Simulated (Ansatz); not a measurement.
CH7FOSi2 can be A, `O[SiH2][SiH2]CF`, or B, `OC(F)[SiH2][SiH3]`.

Computed with Ansatz on PBE0-D4/def2-TZVP structures; ΔE is electronic, products minus reactants. CCSD(T)/CBS adds triple-zeta CCSD(T) − MP2 to the extrapolated MP2 energy (def2 sets, frozen cores). DFT in def2-TZVPP. B3LYP here is the variant with VWN-RPA as its local correlation; programs differ in this. Each species was taken in one conformer, which may not be the lowest.

(1) Which isomer does CCSD(T)/CBS put lower? Give the gap. (An estimate is asked.)

(2) Give E(B) − E(A) in kJ/mol with PBE-D4, HF/def2-TZVPP, CCSD/def2-TZVPP, B2PLYP, PBE0-D4, r2SCAN-D4, B3LYP. (Best estimate.)

Largest T1 diagnostic: 0.013.

## Answers

(1) Computed: A, by 129.1 kJ/mol.

(2) Ansatz gave: PBE-D4 113.1, HF/def2-TZVPP 133.4, CCSD/def2-TZVPP 127.2, B2PLYP 128.5, PBE0-D4 118.7, r2SCAN-D4 122.3, B3LYP 125.5. None reverses the order clearly.

From PBE to PBE0 (25 % exact exchange), in def2-TZVPP and without D4, E(B) − E(A) moves by +5.4 kJ/mol.
